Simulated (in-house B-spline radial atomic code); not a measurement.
Inner levels of rhenium as electrons are removed. A shift is the extra binding of the orbital against the neutral atom ([Xe] 4f14 5d5 6s2). Computed with an all-electron radial atomic-structure program (B-spline basis): non-relativistic Hartree-Fock, average of the configuration, point nuclei.

This level leaves out relativity, spin-orbit splitting included, which matters for heavy ions.

```csv
ion,configuration,shift of 1s (eV),shift of 2p (eV),shift of 2s (eV),radius of 1s (bohr),radius of 2p (bohr),radius of 2s (bohr),Σ<r²> (bohr²),change of density at nucleus (bohr⁻³)
Re46+,[Ar] 3d10 4s1,2332.89,2294.11,2284.84,0.020192,0.071977,0.085011,0.98261,-167.74
Re47+,[Ar] 3d10,2417.04,2373.43,2362.26,0.020192,0.071963,0.085005,0.79163,-1292.44
Re48+,[Ar] 3d9,2580.25,2531.03,2517.67,0.020192,0.071899,0.084936,0.74656,-1168.36
Re49+,[Ar] 3d8,2745.78,2690.65,2675,0.020192,0.071833,0.084866,0.7028,-1041.81
Re50+,[Ar] 3d7,2913.62,2852.29,2834.25,0.020192,0.071765,0.084794,0.6603,-912.84
Re51+,[Ar] 3d6,3083.77,3015.93,2995.39,0.020192,0.071695,0.08472,0.61902,-781.4
Re52+,[Ar] 3d5,?,?,?,?,?,?,?,?
Re53+,[Ar] 3d4,?,?,?,?,?,?,?,?
Re54+,[Ar] 3d3,?,?,?,?,?,?,?,?
Re55+,[Ar] 3d2,3787.5,3690.44,3658.8,0.020193,0.071398,0.084405,0.46518,-231.11
Re56+,[Ar] 3d1,3969.2,3864.01,3829.31,0.020193,0.07132,0.084321,0.42934,-87.369
Re57+,[Ne] 3s2 3p6,4153.2,4039.55,4001.66,0.020193,0.07124,0.084236,0.39448,58.824
Re58+,[Ne] 3s2 3p5,4336.28,4199.73,4158.12,0.020191,0.071229,0.084152,0.35032,215.01
Re59+,[Ne] 3s2 3p4,4521.11,4361.24,4315.81,0.020188,0.07116,0.084068,0.30695,373.25
Re60+,[Ne] 3s2 3p3,4707.69,4524.07,4474.73,0.020186,0.07109,0.083982,0.26437,533.52
Re61+,[Ne] 3s2 3p2,4896.03,4688.2,4634.87,0.020184,0.071019,0.083895,0.22255,695.86
Re62+,[Ne] 3s2 3p1,5086.1,4853.65,4796.23,0.020181,0.070947,0.083806,0.18148,860.25
Re63+,[Ne] 3s2,5277.93,5020.4,4958.8,0.020179,0.070874,0.083717,0.14114,1026.7
Re64+,[Ne] 3s1,5455.67,5178.79,5109.09,0.020178,0.070815,0.083716,0.09707,-2920.2
Re65+,[He] 2s2 2p6,5634.79,5338.24,5260.32,0.020177,0.070755,0.083669,0.053658,-6940.72
```

(1) Fill in the row of Re52+.

(2) Fill in the row of Re53+.

(3) Fill in the row of Re54+.

## Answers

(1) shift of 1s (eV): 3256.24; shift of 2p (eV): 3181.57; shift of 2s (eV): 3158.43; radius of 1s (bohr): 0.020192; radius of 2p (bohr): 0.071623; radius of 2s (bohr): 0.084644; Σ<r²> (bohr²): 0.57891; change of density at nucleus (bohr⁻³): -647.53.

(2) shift of 1s (eV): 3431.02; shift of 2p (eV): 3349.21; shift of 2s (eV): 3323.35; radius of 1s (bohr): 0.020192; radius of 2p (bohr): 0.07155; radius of 2s (bohr): 0.084566; Σ<r²> (bohr²): 0.53992; change of density at nucleus (bohr⁻³): -511.18.

(3) shift of 1s (eV): 3608.11; shift of 2p (eV): 3518.84; shift of 2s (eV): 3490.14; radius of 1s (bohr): 0.020193; radius of 2p (bohr): 0.071475; radius of 2s (bohr): 0.084486; Σ<r²> (bohr²): 0.50203; change of density at nucleus (bohr⁻³): -372.37.
